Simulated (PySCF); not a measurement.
A structure optimised at PBE-D3(BJ)/def2-SVP, used in a PySCF frequency run:

```
In
O 1 2.0351
H 2 0.9764 1 111.49
P 1 2.5328 2 109.61 3 -175.86
H 4 1.4426 1 89.92 2 -45.24
H 4 1.4434 5 92.72 1 91.66
P 1 2.5476 2 118.72 3 -2.36
H 7 1.4429 1 90.85 2 144.88
H 7 1.4440 8 92.34 1 90.69
```

### Question
Write its SMILES and formula.

### Answer
[OH][In]([PH2])[PH2], H5InOP2

### Question
What are its rotational constants (standard atomic weights)?

### Answer
3.4683, 1.4055, 1.0157 GHz
